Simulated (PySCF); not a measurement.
**Steps of a relaxation of [Pm(H2O)2]3+**

[Pm(H2O)2]3+ (singlet in the valence; each metal's 4f electrons, 4 of them, lie in its core potential, out of spins and levels). PySCF 2.14.0, RKS BP86, Pm lcecp-1-SVP with ECP50, O def2-SVP, H def2-SVP; non-relativistic Hamiltonian with scalar-relativistic core potentials where named; density fitting; no spin-orbit coupling. Origin of the start: displaced along the imaginary mode. Columns: position (Å) and force (eV/Å). Energies are counted from the last step; some of the 34 steps are shown. Forces carry noise of the integration grid, about 0.01 to 0.03 eV/Å.

Run from Python with OMP_NUM_THREADS=2. Where DIIS fails, smearing, a level shift and second-order steps follow.
It took 95 s on 2 threads of Arm Neoverse V1 (shared host), from the converged density of the start.

```xyz
7
step 0  E = 0.205 eV
Pm    0.0056   -0.0461    0.0000     0.01   -0.07    0.00
O    -0.0215    0.1785    2.3323    -0.01    0.05    0.05
H     0.5109    0.7946    2.9254    -0.05   -0.06   -0.10
H    -0.5916   -0.3078    3.0061     0.06    0.04   -0.11
O    -0.0222    0.1785   -2.3323     0.00    0.05   -0.05
H     0.5323   -0.3105   -3.0174    -0.07    0.05    0.11
H    -0.5702    0.7920   -2.9141     0.06   -0.07    0.10
```

```xyz
7
step 11  E = 0.082 eV
Pm    0.0781   -0.7462    0.0008     0.00   -0.18    0.03
O    -0.0428    0.2125    2.0677     0.28    0.21    0.15
H     0.4256    0.9933    2.5141    -0.18   -0.15   -0.24
H    -0.5671   -0.1837    2.8192    -0.15    0.02    0.29
O    -0.0180    0.2006   -2.0678     0.05    0.03   -0.40
H     0.4852   -0.1761   -2.8567    -0.12    0.17    0.00
H    -0.5176    0.9788   -2.4771     0.11   -0.10    0.17
```

```xyz
7
step 22  E = 0.005 eV
Pm    0.1490   -1.1852    0.0055     0.01   -0.02    0.00
O    -0.0664    0.1741    1.8325     0.02    0.08    0.06
H     0.3877    1.0519    2.0278    -0.05   -0.07   -0.01
H    -0.6124    0.0190    2.6633     0.02    0.01    0.00
O     0.0252    0.1714   -1.8324    -0.03   -0.01   -0.03
H     0.4499    0.0224   -2.7320    -0.02    0.04   -0.02
H    -0.4897    1.0256   -1.9647     0.05   -0.04    0.00
```

Problem. Where does the relaxation end?

Solution. It converges at step 33 in C1:
```xyz
7
step 33  E = 0
Pm    0.3438   -1.1222    0.0121
O    -0.0638    0.1828    1.8515
H     0.4195    1.0079    2.1635
H    -0.7455    0.0415    2.5775
O     0.0253    0.1611   -1.8561
H     0.2455   -0.0683   -2.8105
H    -0.3815    1.0763   -1.9380
```

Problem. How did the contacts change?

Solution. 
| contact | start (Å) | end (Å) |
| --- | --- | --- |
| Pm1–O2 (H2O) | 2.343 | 2.292 |
| Pm1–O5 (H2O) | 2.343 | 2.289 |


An lcecp potential fixes the number of 4f electrons, so in runs with it no electron can move into or out of that shell.
